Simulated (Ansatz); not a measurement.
Geometry optimisation, RKS B3LYP-D4/6-31G in Ansatz.

Input file:

```yaml
crystal:
  periodic: [false, false, false]
  atoms:
    - { symbol: Si, position_ang: [0.0, 0.0, 0.0] }
    - { symbol: Si, position_ang: [0.0, 0.0, 2.22] }
    - { symbol: H, position_ang: [-1.3148, -0.4067, 2.7074] }
    - { symbol: H, position_ang: [1.0096, -0.9353, 2.7074] }
    - { symbol: H, position_ang: [0.3052, 1.342, 2.7074] }
    - { symbol: Cl, position_ang: [2.0086, 0.0, -0.7093] }
    - { symbol: Cl, position_ang: [-1.0032, 1.7381, -0.7093] }
    - { symbol: "N", position_ang: [-0.8572, -1.4851, -0.6061] }
    - { symbol: H, position_ang: [-1.3922, -2.1014, 0.0704] }
    - { symbol: H, position_ang: [-0.8219, -1.7344, -1.6357] }
basis:
  gaussian: { orbitals: "6-31G" }
hamiltonian:
  xc: b3lyp
  dispersion: d4
relax:
  f_tol: 0.02
  max_steps: 40
```

Launched with:

```bash
$ ansatz run input.yaml --threads 1 --pin off --max-ram 2048MiB --backend cpu --events-out ev --progress --plain --runs-dir out
```

**Question.** Where does it end, and by what steps?

**Answer.** The run converged. The force dipped under the threshold on the way, but the program's further checks kept it going. Limits of this set-up: no polarisation functions. After 9 steps the energy has fallen by 0.468 eV; H3 moved furthest, 0.26 Å.

| step | energy less start (eV) | largest force component (eV/Å) | accepted |
| --- | --- | --- | --- |
| 0 | 0.0000 | 2.401 | yes |
| 1 | -0.3967 | 1.068 | yes |
| 2 | -0.4313 | 1.122 | yes |
| 3 | -0.4593 | 0.188 | yes |
| 4 | -0.4634 | 0.139 | yes |
| 5 | -0.4653 | 0.046 | yes |
| 6 | -0.4672 | 0.014 | yes |
| 7 | -0.4677 | 0.038 | yes |
| 8 | -0.4678 | 0.028 | yes |
| 9 | -0.4679 | 0.004 | yes |

```xyz
10
Properties=species:S:1:pos:R:3
Si -0.067 -0.063 -0.016
Si 0.000 0.009 2.340
H -1.395 -0.202 2.851
H 0.895 -1.090 2.824
H 0.518 1.347 2.759
Cl 1.939 0.098 -0.896
Cl -1.127 1.743 -0.738
N -0.765 -1.525 -0.648
H -1.419 -2.082 -0.116
H -0.645 -1.817 -1.607
```

Whether the end is a true minimum wasn't checked by a vibrational analysis.

The run took 57 s on 1 thread of Arm Neoverse V1, with other jobs on the host, peak memory 0.18 GiB.
